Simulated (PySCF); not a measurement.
**Working out the electron affinity of Au**

Au⁻ [Xe] 4f14 5d10 6s2 (1S) → Au [Xe] 4f14 5d10 6s1 (2S). Calculation: PySCF 2.14, in aug-cc-pVDZ-PP with ECP60MDF (5s5p4d2f, 54 functions); scalar relativity through the core potential. Frozen: 5s2 5p6. Energies in hartree (1 hartree = 27.21139 eV):

```csv
part,Au⁻ (lower),Au (upper)
UHF,-134.802959,-134.780705
CCSD correlation,-0.351802,-0.302154
(T),-0.013336,-0.008648
```

What does Hartree-Fock give?

(-134.780705) − (-134.802959) = 0.022254 hartree = 0.606 eV.

What do CCSD and CCSD(T) give?

The CCSD correlation energies differ by 0.049648 hartree = 1.351 eV and the triples by 0.004688 hartree = 0.128 eV, so CCSD gives 1.957 eV and CCSD(T) 2.085 eV.

Reference: 2.309 eV (measured; photodetachment measurements, as compiled on the Wikipedia data page of electron affinities).

A double-zeta basis recovers only part of the correlation energy.

The coupled-cluster amplitudes are large, so a single reference is strained.

What remains against the reference includes basis incompleteness, the frozen core and higher excitations.
